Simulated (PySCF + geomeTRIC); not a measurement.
Calculation: BP86-D3(BJ)/def2-SVP in PySCF + geomeTRIC. fastk is a local helper that only speeds up exchange builds. No frequencies were computed at this level.

```python
import json, numpy as np
from pyscf import gto, dft
from fastk import lowrank_exchange
atoms = """
Ti     0.006823     0.010809     0.001012
F     -0.667718     1.576945     0.277941
F      1.727668     0.102216    -0.120707
H     -0.372110    -0.945828     1.263000
H     -0.581053    -0.564161    -1.404395
"""
def scf(charge, spin, dm0=None):
    mol = gto.M(atom=atoms, basis='def2-svp', ecp={}, charge=charge, spin=spin, verbose=3, max_memory=3360)
    mf = dft.KS(mol, xc='bp86').density_fit(auxbasis="def2-universal-jkfit")
    mf.disp = 'd3bj'
    mf.grids.level = 3
    mf.conv_tol = 1e-8
    mf.max_cycle = 120
    mf.level_shift = 0.25
    mf.kernel(dm0)
    if not mf.converged:
        mf = mf.newton().run(mf.mo_coeff, mf.mo_occ).undo_soscf()
    return mf
mf = scf(0, 0)
from pyscf.geomopt.geometric_solver import kernel as optimize
path = []
done, mol = optimize(mf, maxsteps=120, assert_convergence=False, callback=lambda env: path.append((env["energy"], bool(env["g_scanner"].converged))))
res = dict(converged=bool(done and path[-1][1]), energy=path[-1][0], path=[e for e, c in path], xyz=mol.atom_coords(unit="Angstrom").tolist(), nao=mol.nao)
json.dump(res, open("result.json", "w"))
```

Output:

```
converged SCF energy = -1050.30831165719
Geometry optimization cycle 1
converged SCF energy = -1050.30831168221
cycle 1: E = -1050.30831168  dE = -1050.31  norm(grad) = 0.0312905
Geometry optimization cycle 2
converged SCF energy = -1050.31070610294
cycle 2: E = -1050.3107061  dE = -0.00239442  norm(grad) = 0.00414492
Geometry optimization cycle 3
converged SCF energy = -1050.31075262018
cycle 3: E = -1050.31075262  dE = -4.65172e-05  norm(grad) = 0.00126306
Geometry optimization cycle 4
converged SCF energy = -1050.31077670761
cycle 4: E = -1050.31077671  dE = -2.40874e-05  norm(grad) = 0.000972193
Geometry optimization cycle 5
converged SCF energy = -1050.31077948721
cycle 5: E = -1050.31077949  dE = -2.77959e-06  norm(grad) = 0.000651984
Geometry optimization cycle 6
converged SCF energy = -1050.31077645833
cycle 6: E = -1050.31077646  dE = 3.02888e-06  norm(grad) = 0.000955113
Geometry optimization cycle 7
converged SCF energy = -1050.31077200969
cycle 7: E = -1050.31077201  dE = 4.44864e-06  norm(grad) = 0.00162932
Geometry optimization cycle 8
converged SCF energy = -1050.31077766827
cycle 8: E = -1050.31077767  dE = -5.65858e-06  norm(grad) = 0.00130009
Geometry optimization cycle 9
converged SCF energy = -1050.31078355685
cycle 9: E = -1050.31078356  dE = -5.88858e-06  norm(grad) = 0.00092959
Geometry optimization cycle 10
converged SCF energy = -1050.31078768352
cycle 10: E = -1050.31078768  dE = -4.12668e-06  norm(grad) = 0.000725146
Geometry optimization cycle 11
converged SCF energy = -1050.31079129083
cycle 11: E = -1050.31079129  dE = -3.60731e-06  norm(grad) = 0.000448572
Geometry optimization cycle 12
converged SCF energy = -1050.31079191712
cycle 12: E = -1050.31079192  dE = -6.26288e-07  norm(grad) = 0.000300032
Geometry optimization cycle 13
converged SCF energy = -1050.31079182346
cycle 13: E = -1050.31079182  dE = 9.36618e-08  norm(grad) = 0.000306179
<class 'geometric.internal.Distance'> : 4
<class 'geometric.internal.Angle'> : 6
<class 'geometric.internal.TranslationX'> : 1
<class 'geometric.internal.TranslationY'> : 1
<class 'geometric.internal.TranslationZ'> : 1
<class 'geometric.internal.RotationA'> : 1
<class 'geometric.internal.RotationB'> : 1
<class 'geometric.internal.RotationC'> : 1
Step    0 : Gradient = 1.399e-02/1.823e-02 (rms/max) Energy = -1050.3083116822
Step    1 : Displace = 4.301e-02/6.235e-02 (rms/max) Trust = 1.000e-01 (=) Grad = 1.854e-03/2.979e-03 (rms/max) E (change) = -1050.3107061029 (-2.394e-03) Quality = 0.925
Step    2 : Displace = 5.557e-03/6.174e-03 (rms/max) Trust = 1.414e-01 (+) Grad = 5.649e-04/7.518e-04 (rms/max) E (change) = -1050.3107526202 (-4.652e-05) Quality = 1.422
Step    3 : Displace = 8.065e-03/9.951e-03 (rms/max) Trust = 2.000e-01 (+) Grad = 4.348e-04/6.252e-04 (rms/max) E (change) = -1050.3107767076 (-2.409e-05) Quality = 1.050
Step    4 : Displace = 3.236e-03/4.227e-03 (rms/max) Trust = 2.828e-01 (+) Grad = 2.916e-04/4.414e-04 (rms/max) E (change) = -1050.3107794872 (-2.780e-06) Quality = 0.494
Step    5 : Displace = 4.665e-03/6.064e-03 (rms/max) Trust = 2.828e-01 (=) Grad = 4.271e-04/5.959e-04 (rms/max) E (change) = -1050.3107764583 (+3.029e-06) Quality = -0.272
Step    6 : Displace = 2.327e-03/3.045e-03 (rms/max) Trust = 2.333e-03 (-) Grad = 7.287e-04/1.160e-03 (rms/max) E (change) = -1050.3107720097 (+4.449e-06) Quality = -0.309
Step    7 : Displace = 1.246e-03/1.743e-03 (rms/max) Trust = 1.163e-03 (-) Grad = 5.834e-04/8.864e-04 (rms/max) E (change) = -1050.3107776683 (-5.659e-06) Quality = 0.937
Step    8 : Displace = 1.649e-03/2.307e-03 (rms/max) Trust = 1.645e-03 (+) Grad = 4.154e-04/5.678e-04 (rms/max) E (change) = -1050.3107835568 (-5.889e-06) Quality = 0.745
Step    9 : Displace = 1.647e-03/2.221e-03 (rms/max) Trust = 1.645e-03 (=) Grad = 3.178e-04/4.804e-04 (rms/max) E (change) = -1050.3107876835 (-4.127e-06) Quality = 0.786
Step   10 : Displace = 2.396e-03/3.104e-03 (rms/max) Trust = 2.327e-03 (+) Grad = 1.759e-04/2.952e-04 (rms/max) E (change) = -1050.3107912908 (-3.607e-06) Quality = 0.718
Step   11 : Displace = 2.354e-03/2.836e-03 (rms/max) Trust = 2.327e-03 (=) Grad = 4.621e-05/7.326e-05 (rms/max) E (change) = -1050.3107919171 (-6.263e-07) Quality = 0.316
Step   12 : Displace = 5.403e-04/7.014e-04 (rms/max) Trust = 2.327e-03 (=) Grad = 2.771e-05/4.191e-05 (rms/max) E (change) = -1050.3107918235 (+9.366e-08) Quality = -0.707
Converged! =D
```

Cost: around 70 core-seconds (rough).
